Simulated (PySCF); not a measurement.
PySCF input (BP86/def2-SVP):

```python
from pyscf import gto, dft

mol = gto.M(
    atom='''
    C     1.32088000    2.45053700    1.15302600
    C     1.47004500    1.41849700    0.54675600
    Si    1.59910900   -0.17002500   -0.34538400
    Si   -0.36441100   -1.38148300    0.07176200
    Si   -2.22318100   -0.03327000   -0.39814700
    H     1.19726000    3.36345400    1.68493300
    H     1.72989300    0.10732300   -1.79511300
    H     2.81126000   -0.88722400    0.11392800
    H    -0.38934200   -1.80449400    1.49502500
    H    -0.38416300   -2.60043400   -0.77817200
    H    -3.48516100   -0.79954000   -0.25350800
    H    -2.13206100    0.47173900   -1.78979300
    H    -2.25448100    1.12185700    0.52877000
    ''',
    basis='def2-svp',
    charge=0,
    spin=0,
    verbose=4,
)

mf = dft.RKS(mol, xc='bp86')
mf.grids.level = 3
mf.conv_tol = 1e-9
mf.max_cycle = 100
mf.max_memory = 1500
mf.kernel()
if not mf.converged:
    mf = mf.newton()
    mf.kernel(mf.make_rdm1())
mf.dip_moment()
```

Output:

```
PySCF version 2.14.0

[INPUT] verbose = 4
[INPUT] num. atoms = 13
[INPUT] num. electrons = 62
[INPUT] charge = 0
[INPUT] spin (= nelec alpha-beta = 2S) = 0
[INPUT] symmetry False subgroup None
[INPUT] Mole.unit = angstrom
[INPUT] Symbol           X                Y                Z      unit          X                Y                Z       unit  Magmom
[INPUT]  1 C      1.320880000000   2.450537000000   1.153026000000 AA    2.496101443415   4.630843788113   2.178903354503 Bohr   0.0
[INPUT]  2 C      1.470045000000   1.418497000000   0.546756000000 AA    2.777982440786   2.680570838517   1.033219096963 Bohr   0.0
[INPUT]  3 Si     1.599109000000  -0.170025000000  -0.345384000000 AA    3.021878053327  -0.321300684329  -0.652681167807 Bohr   0.0
[INPUT]  4 Si    -0.364411000000  -1.381483000000   0.071762000000 AA   -0.688636986779  -2.610624515743   0.135610526151 Bohr   0.0
[INPUT]  5 Si    -2.223181000000  -0.033270000000  -0.398147000000 AA   -4.201203215337  -0.062871188164  -0.752388787317 Bohr   0.0
[INPUT]  6 H      1.197260000000   3.363454000000   1.684933000000 AA    2.262493499897   6.356006892573   3.184061908242 Bohr   0.0
[INPUT]  7 H      1.729893000000   0.107323000000  -1.795113000000 AA    3.269023994802   0.202811076867  -3.392271932646 Bohr   0.0
[INPUT]  8 H      2.811260000000  -0.887224000000   0.113928000000 AA    5.312511464945  -1.676610371141   0.215292717919 Bohr   0.0
[INPUT]  9 H     -0.389342000000  -1.804494000000   1.495025000000 AA   -0.735749748790  -3.409999453421   2.825187799378 Bohr   0.0
[INPUT] 10 H     -0.384163000000  -2.600434000000  -0.778172000000 AA   -0.725962857191  -4.914108065007  -1.470531957805 Bohr   0.0
[INPUT] 11 H     -3.485161000000  -0.799540000000  -0.253508000000 AA   -6.585999790015  -1.510911625635  -0.479060690386 Bohr   0.0
[INPUT] 12 H     -2.132061000000   0.471739000000  -1.789793000000 AA   -4.029011370866   0.891457512276  -3.382218589664 Bohr   0.0
[INPUT] 13 H     -2.254481000000   1.121857000000   0.528770000000 AA   -4.260351643036   2.120002480926   0.999230482886 Bohr   0.0

nuclear repulsion = 302.349269477724
number of shells = 60
number of NR pGTOs = 212
number of NR cGTOs = 122
basis = def2-svp
ecp = {}

******** <class 'pyscf.dft.rks.RKS'> ********
method = RKS
initial guess = minao
damping factor = 0
level_shift factor = 0
DIIS = <class 'pyscf.scf.diis.CDIIS'>
diis_start_cycle = 1
diis_space = 8
diis_damp = 0
SCF conv_tol = 1e-09
SCF conv_tol_grad = None
SCF max_cycles = 100
direct_scf = True
direct_scf_tol = 1e-13
XC library pyscf.dft.libxc version 7.1.2
    S. Lehtola, C. Steigemann, M. J. T. Oliveira, and M. A. L. Marques,  SoftwareX 7, 1–5 (2018)
XC functionals = bp86
    A. D. Becke,  Phys. Rev. A 38, 3098 (1988)
    J. P. Perdew,  Phys. Rev. B 33, 8822 (1986)
    J. P. Perdew,  Phys. Rev. B 34, 7406–7406 (1986)
radial grids:
    Treutler-Ahlrichs [JCP 102, 346 (1995); DOI:10.1063/1.469408] (M4) radial grids

becke partition: Becke, JCP 88, 2547 (1988); DOI:10.1063/1.454033
pruning grids: <function nwchem_prune>
grids dens level: 3
symmetrized grids: False
atomic radii adjust function: <function treutler_atomic_radii_adjust>
small_rho_cutoff = 0
Set gradient conv threshold to 3.16228e-05
Initial guess from minao.
tot grids = 164240
init E= -949.152832518132
  HOMO = -0.292531716604751  LUMO = -0.0957602235297752  gap/eV = 5.35443
cycle= 1 E= -949.12141638225  delta_E= 0.0314  |g|= 0.406  |ddm|= 3.58
  HOMO = -0.179728872110167  LUMO = -0.0304874602852356  gap/eV = 4.06107
cycle= 2 E= -949.07709056532  delta_E= 0.0443  |g|= 0.554  |ddm|= 1.12
  HOMO = -0.24482766455642  LUMO = -0.0436090581354314  gap/eV = 5.47544
cycle= 3 E= -949.159781431922  delta_E= -0.0827  |g|= 0.196  |ddm|= 0.751
  HOMO = -0.246814590387956  LUMO = -0.0443137367562674  gap/eV = 5.51033
cycle= 4 E= -949.168253636943  delta_E= -0.00847  |g|= 0.0808  |ddm|= 0.203
  HOMO = -0.247567295843711  LUMO = -0.0441952984422876  gap/eV = 5.53403
cycle= 5 E= -949.170177702402  delta_E= -0.00192  |g|= 0.0125  |ddm|= 0.0943
  HOMO = -0.247469657224201  LUMO = -0.0444169362940105  gap/eV = 5.52535
cycle= 6 E= -949.170242761049  delta_E= -6.51e-05  |g|= 0.00272  |ddm|= 0.0238
  HOMO = -0.247467211927672  LUMO = -0.0443487374031754  gap/eV = 5.52714
cycle= 7 E= -949.170246179328  delta_E= -3.42e-06  |g|= 0.000508  |ddm|= 0.00546
  HOMO = -0.247468488038785  LUMO = -0.0443458628699903  gap/eV = 5.52725
cycle= 8 E= -949.170246299522  delta_E= -1.2e-07  |g|= 7.14e-05  |ddm|= 0.000946
  HOMO = -0.247462534048812  LUMO = -0.0443423164241595  gap/eV = 5.52718
cycle= 9 E= -949.170246298417  delta_E= 1.11e-09  |g|= 1.94e-05  |ddm|= 0.000136
  HOMO = -0.24746506035097  LUMO = -0.0443445399862455  gap/eV = 5.52719
cycle= 10 E= -949.170246298564  delta_E= -1.47e-10  |g|= 6.25e-06  |ddm|= 3.8e-05
  HOMO = -0.247464045358039  LUMO = -0.0443436529617011  gap/eV = 5.52719
Extra cycle  E= -949.170246298549  delta_E= 1.5e-11  |g|= 9.61e-06  |ddm|= 2.24e-05
converged SCF energy = -949.170246298549
Dipole moment(X, Y, Z, Debye): -0.15153,  0.29647,  0.27501
```

The geometry given is a B3LYP-D3(BJ)/def2-TZVP minimum.
